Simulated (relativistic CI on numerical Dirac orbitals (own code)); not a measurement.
Crystal-field levels of Au3+, 5d8

Calculated by Dirac-Coulomb-Breit CI, KLI orbitals optimised for each configuration, a model potential for QED, valence Slater integrals scaled by 0.7, one configuration in a parametric crystal field (own radial code).

Field parameters in Wybourne normalisation: D3d B²₀ = −7Dσ, B⁴₀ = −14Dq − 21Dτ, B⁴₃ = −14√(10/7) Dq. The field is a parameter set, without covalency.

S is read from ⟨S²⟩ = S(S + 1).

Levels (cm⁻¹, degeneracy): 0 (1), 24 (2), 9809 (2), 19068 (1), 31157 (2), 31445 (1), 31548 (2), 33301 (1), 35195 (2), 38466 (1), 41705 (2), 43592 (2).

Task: Which field gives this pattern?
A. D3d, 10Dq = 34900, Dσ = 760, Dτ = -310 cm⁻¹
B. D3d, 10Dq = 34900, Dσ = -760, Dτ = -310 cm⁻¹
C. D3d, 10Dq = 34900, Dσ = 330, Dτ = -310 cm⁻¹
D. D3d, 10Dq = 34900, Dσ = -330, Dτ = -310 cm⁻¹

Result: B. D3d, 10Dq = 34900, Dσ = -760, Dτ = -310 cm⁻¹, ground level with S = 0.99.
